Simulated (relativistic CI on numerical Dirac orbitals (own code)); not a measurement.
## In31+: sensitivity of the levels to the model

Base calculation: Dirac-Coulomb-Breit CI, orbitals from a KLI potential per configuration, QED by a radiative potential, unscaled Slater integrals.

Configuration list (outside the closed core [Ne]): 3s2 3p6, 3s2 3p5 3d, 3s 3p6 3d, 3s2 3p5 4s, 3s2 3p5 4p, 3s2 3p5 4d, 3s 3p6 4s, 3p6 3d 4p, 3s2 3p5 4f, 3s 3p6 4p, 3s 3p6 4d, 3s 3p6 4f, 3s2 3p5 5s, 3s2 3p5 5p, 3s2 3p5 5d, 3s2 3p5 5f, 3s2 3p5 5g, 3s 3p6 5s, 3s 3p6 5p, 3s 3p6 5d, 3s 3p6 5f, 3s2 3p5 6s, 3p6 3d2, 3p5 3d3, 3p5 3d2 4s, 3p5 3d2 4p, 3p5 3d2 4d, 3p6 3d 4s, 3p5 3d 4s2, 3p5 3d 4s 4p, 3p5 3d 4s 4d. Double excitations out of closed p, d and f shells are left out; levels of such configurations are missing from the list, as are those of other unlisted configurations, and high levels can miss mixing partners. These lack a partner that the ground configuration has and come out too high: 3s2 3p5 4f, 3s2 3p5 5s, 3s2 3p5 5p, 3s2 3p5 5d, 3s2 3p5 5f.

The lowest level and the first level of each name with at least 55 % of one term (blank where a level has no safe partner in the second run):

```tsv
Level	Base (eV)	Shift (eV)
3s2 3p6 1S_0	0.000	0.000
3s2 3p5 3d 3P°_0	137.188	+0.366
3s2 3p5 3d 3P°_1	141.484	+0.549
3s2 3p5 3d 3F°_3	146.760	+0.617
3s2 3p5 3d 3F°_4	152.976	+1.054
3s2 3p5 3d 3D°_3	163.350	+0.920
3s2 3p5 3d 3D°_1	175.933	+0.866
3s2 3p5 3d 3F°_2	193.293	+1.283
3s2 3p5 3d 1P°_1	224.995	+1.121
3s 3p6 3d 3D_1	311.621	+0.386
3s 3p6 3d 3D_2	314.144	+0.509
3s 3p6 3d 3D_3	322.101	+0.882
3s 3p6 3d 1D_2	332.279	+0.772
3p6 3d2 3F_2	633.131	+0.867
3p6 3d2 3F_3	641.868	+1.284
3p6 3d2 3P_0	645.352	+0.758
3p6 3d2 3F_4	647.886	+1.581
3p6 3d2 3P_1	651.119	+1.056
3p6 3d2 1G_4	658.047	+1.643
3p6 3d2 1S_0	677.896	+1.218
3p5 3d3 5D°_0	769.537	+1.302
3p5 3d3 5S°_2	775.052	+1.705
```

At this charge energies of transitions that change n are usually good to better than 1 %, and those within a shell (Δn = 0) to a few per cent.

One thing was changed in a second run, which moved the levels as shown. Which?
A. Breit term removed
B. configuration mixing switched off
C. only the first 3 configurations
D. P86 correlation estimate
E. QED terms removed

A. Breit term removed. The Breit term mainly narrows fine-structure intervals, so removing it widens them.

LS names give the leading component of a level, which can be under half, so a name can repeat, a term be missing and a line seem to break the LS rules.
